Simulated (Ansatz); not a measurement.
System: sum formula H$_{7}$Si$_{2}$N$_{2}$O, net charge 0, doublet state. It need not be the lowest isomer of its formula. SMILES: [NH][SiH2]O[SiH2]N
Coordinates optimised at B3LYP-D3(BJ)/def2-TZVP (Ansatz, a quantum-chemistry and plane-wave program):
```
O
Si 1 1.6254
Si 1 1.6549 2 138.12
N 3 1.7077 1 115.04 2 -38.45
H 4 1.0072 3 121.51 1 -82.62
H 4 1.0086 5 111.75 3 -151.99
N 2 1.7488 1 109.38 3 -12.01
H 7 1.0227 2 114.20 1 -178.74
H 3 1.4756 1 106.36 2 -157.54
H 3 1.4763 9 112.41 1 116.66
H 2 1.4830 1 109.27 3 -131.74
H 2 1.4846 11 110.17 1 121.14
```
Charge 0, spin multiplicity 2.

Parts of the frozen-core correlation energy in 6-31G* (Ansatz, hartree). Frozen orbitals: 13; correlated occupied orbitals by spin: 16 and 15; virtual: 68 and 69. Open shells are spin-unrestricted. Spin-orbit coupling is left out. No relativistic terms.

| term | value |
|---|---|
| reference (HF) | -765.76011 |
| MP2 opposite-spin | -0.47236 |
| MP2 same-spin | -0.15328 |
| CCSD correlation | -0.67834 |
| (T) | -0.01482 |
| T1 diagnostic | 0.014 |
| largest doubles amplitude | 0.023 |
| <S^2> of the reference | 0.758 |
